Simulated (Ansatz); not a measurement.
`C=C(F)[SiH2]O` at its PBE0-D4/def2-TZVP geometry, where that method's forces vanish. Total charge 0; spin multiplicity 1.

```xyz
10

C     0.0298   -1.4180   -0.8981
C    -0.5923   -0.2737   -0.6669
F    -1.7734   -0.0218   -1.2812
Si   -0.0148    1.1075    0.4671
O     1.3183    0.6277    1.3011
H     0.9801   -1.6080   -0.4165
H    -0.3778   -2.1683   -1.5664
H     0.3840    2.2886   -0.3305
H    -1.1474    1.4534    1.3666
H     1.1936    0.0127    2.0249
```

Task: What forces (eV/Å) does r2SCAN-D4/def2-TZVPP give on these atoms in the Gaussian-basis code of Ansatz? (Best estimate.)

Result: The calculation gave: 
```
C1   0.105 -0.226 -0.054
C2   0.251  0.134  0.230
F3  -0.335  0.074 -0.176
Si4 -0.055  0.021 -0.008
O5   0.057  0.011 -0.001
H6  -0.018  0.005 -0.006
H7   0.006  0.008  0.007
H8  -0.012 -0.015  0.015
H9   0.005  0.007 -0.025
H10 -0.003 -0.020  0.017
```
